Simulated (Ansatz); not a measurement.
Born–Oppenheimer molecular dynamics of Cl$_{3}$HSn (5 atoms, charge 0, multiplicity 1). It starts from a relaxed structure.

Computed with Ansatz, RKS PBE/def2-SVP.

```json
{
 "ensemble": "NVT, Langevin thermostat",
 "time step": "0.5 fs",
 "steps asked": "166",
 "set temperature": "1500 K",
 "friction": "0.05 /fs",
 "seed": "47725"
}
```

First frame:

```xyz
5
Properties=species:S:1:pos:R:3
Sn 0.000 0.000 0.033
H 0.000 0.000 1.750
Cl 2.194 0.000 -0.816
Cl -1.096 1.899 -0.817
Cl -1.096 -1.899 -0.817
```

(1) How far do the bonds stretch over the last three quarters of this one trajectory? (Pairs bonded in most of those frames.)

Results:

(1) 
| bond | mean (Å) | spread (Å) | shortest | longest |
| --- | --- | --- | --- | --- |
| Sn1–H2 | 1.741 | 0.044 | 1.65 | 1.85 |
| Sn1–Cl3 | 2.350 | 0.023 | 2.32 | 2.38 |
| Sn1–Cl4 | 2.386 | 0.027 | 2.30 | 2.42 |
| Sn1–Cl5 | 2.358 | 0.055 | 2.28 | 2.45 |

Mean temperature of the second half: 1493 K. A run of 0.083 ps of so small a system gives no equilibrium averages.

The run took 2.9 min on 2 threads of Arm Neoverse V2, with other jobs on the host, peak memory 0.12 GiB.
